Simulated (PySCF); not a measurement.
Broadened absorption spectrum of C4H8N2Si2

C4H8N2Si2.
Geometry (GFN2-xTB, Å), atoms numbered from 1 in this order:
```
atom  x, y, z in Å
C1     2.0814    0.0013    0.7728
Si2    0.9030   -1.0440   -0.2743
C3    -0.8685   -0.2660   -0.0944
Si4   -1.0226    1.5643   -0.7016
C5    -1.2344   -0.3070    1.2816
N6    -1.4915   -0.3151    2.3979
C7    -1.7723   -1.0583   -0.8585
N8    -2.4841   -1.6847   -1.5009
H9     2.2155    0.9974    0.3593
H10    1.7120    0.1094    1.7897
H11    3.0593   -0.4664    0.8252
H12    1.2227   -1.0000   -1.7039
H13    0.8213   -2.4254    0.2050
H14   -0.2094    2.3731    0.2036
H15   -2.4308    1.9437   -0.6433
H16   -0.5091    1.5865   -2.0694
```

Method: TDDFT CAM-B3LYP/def2-SVPD, vertical, gas phase, core orbitals frozen in the response (PySCF).

Broadening: Gaussians 0.4 eV wide at half height, area fixed by f = 4.319×10⁻⁹ ∫ε dν̃. The cross-section is σ = 3.8235×10⁻²¹ ε cm², given in Mb (10⁻¹⁸ cm²). The width is an assumption, not a result. The curve ends short of the highest state used, and states not computed would add to its high-energy end.

E (eV), σ (Mb) and a bar:
```
     6.27       0.01 
     6.32       0.02 
     6.37       0.06 
     6.41       0.11 
     6.46       0.23 
     6.51       0.45 #
     6.56       0.80 ##
     6.60       1.20 ###
     6.65       1.83 ####
     6.70       2.58 #####
     6.75       3.32 #######
     6.79       3.82 ########
     6.84       4.21 #########
     6.89       4.27 #########
     6.94       3.99 ########
     6.98       3.58 ########
     7.03       2.98 ######
     7.08       2.45 #####
     7.13       2.20 #####
     7.17       2.30 #####
     7.22       2.87 ######
     7.27       3.95 ########
     7.32       5.50 ############
     7.36       6.98 ###############
     7.41       8.95 ###################
     7.46      10.85 #######################
     7.51      12.44 ##########################
     7.55      13.37 ############################
     7.60      14.03 ##############################
     7.65      14.14 ##############################
```

Q: Where are the band maxima, and which computed states make them?

A: 180 nm (6.87 eV), ε about 1100, made up of S1 (100%); 162 nm (7.64 eV), ε about 3700, made up of S2 (24%), S3 (14%), S4 (37%) and S5 (19%) (ε in L mol⁻¹ cm⁻¹; maxima over ε = 5, shares over 10%). The states used: S1 6.87 eV (f 0.017); S2 7.47 eV (f 0.021); S3 7.57 eV (f 0.0085); S4 7.65 eV (f 0.021); S5 7.78 eV (f 0.015); S6 7.94 eV (f 0.0068); S7 7.95 eV (f 0.0082); S8 8.25 eV (f 0.072).

Q: On this curve, what absorbance would a 10⁻⁵ mol/L sample give at 193 nm over a 1 cm path?

A: 193 nm is 6.424 eV, where ε is about 35 L mol⁻¹ cm⁻¹, so A = ε c l ≈ 0.00035 (Beer–Lambert, with the gas-phase spectrum and the assumed width).

Q: What would ε be at 7.64 eV, the highest of these maxima, with half the width (0.2 eV)?

A: About 4460 L mol⁻¹ cm⁻¹ against 3700, a factor of about 1.2; a lone state at its own centre would give exactly 2.

Q: Coming from long wavelengths, where does ε first pass 100 L mol⁻¹ cm⁻¹?

A: At about 191 nm (6.50 eV), 0.37 eV below S1.

Time: 99 s wall; peak memory 1.0 GiB. Hardware: one thread, Arm Neoverse V1 (aarch64), shared host with 32 logical CPUs at a one-minute load of 29.

One conformer stands for the species.
